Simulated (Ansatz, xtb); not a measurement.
# C4H8OSe: which of two isomers lies lower

We compare X, `CC(=O)CC[SeH]`, a singlet, with Y, `C[Se]CC(C)=O`, a singlet. Both are isolated molecules in the gas phase, relaxed with r2SCAN-D4/def2-SVP; each stands in its lowest conformer found.

Quicker runs give these differences E(Y) − E(X): GFN2-xTB +2.17 kcal/mol; HF/STO-3G −3.48 kcal/mol (at GFN2-xTB geometries); r2SCAN-D4/def2-SVP//GFN2-xTB +0.55 kcal/mol.

Estimate which is lower in electronic energy at CCSD(T)/def2-SVP + ΔMP2/def2-TZVPP, and by roughly how much.

Too close to call at this level: CCSD(T)/def2-SVP + ΔMP2/def2-TZVPP gives E(Y) − E(X) = −0.45 kcal/mol.

The same difference at several levels:

```
                             level            geometry  E(Y) − E(X) (kcal/mol)  departure from the last row (kcal/mol)  job, with rough time for the two
                          GFN2-xTB            GFN2-xTB                     +2.17                                   +2.61               optimisation, 0.4 s
                         HF/STO-3G            GFN2-xTB                     −3.48                                   −3.03              single point, 0.46 s
      r2SCAN-D4/def2-SVP//GFN2-xTB            GFN2-xTB                     +0.55                                   +1.00               single point, 3.9 s
                r2SCAN-D4/def2-SVP  r2SCAN-D4/def2-SVP                     +1.68                                   +2.13                optimisation, 53 s
                       HF/def2-SVP  r2SCAN-D4/def2-SVP                     +3.58                                   +4.03           part of the CCSD(T) run
                      MP2/def2-SVP  r2SCAN-D4/def2-SVP                     +2.99                                   +3.44           part of the CCSD(T) run
                  CCSD(T)/def2-SVP  r2SCAN-D4/def2-SVP                     +3.67                                   +4.12                      single point
CCSD(T)/def2-SVP + ΔMP2/def2-TZVPP  r2SCAN-D4/def2-SVP                     −0.45                                                        single point, 78 s
```

As drawn, Y has 1 C–Se, 1 C–H in place of 1 C–C, 1 Se–H.

The largest departure from CCSD(T)/def2-SVP + ΔMP2/def2-TZVPP is that of CCSD(T)/def2-SVP, 4.12 kcal/mol. The last row adds to CCSD(T) the change of the MP2 difference between the two basis sets, here −4.12 kcal/mol, a large step that makes the value less sure.

With thermal terms from frequencies at re-optimised GFN2-xTB minima (ideal gas, soft modes damped towards free rotors, one conformer each, 298.15 K, 1 atm): the zero-point term adds +0.93 kcal/mol; ΔH is +0.72 and ΔG +0.21 kcal/mol.

The correlated steps freeze 14 core orbitals; the filled d shell of Se is correlated, in a basis made for valence electrons. Run with Ansatz 0.2.0, xtb 6.7.1; the last row on 4 threads of Arm Neoverse V1 on a shared host.
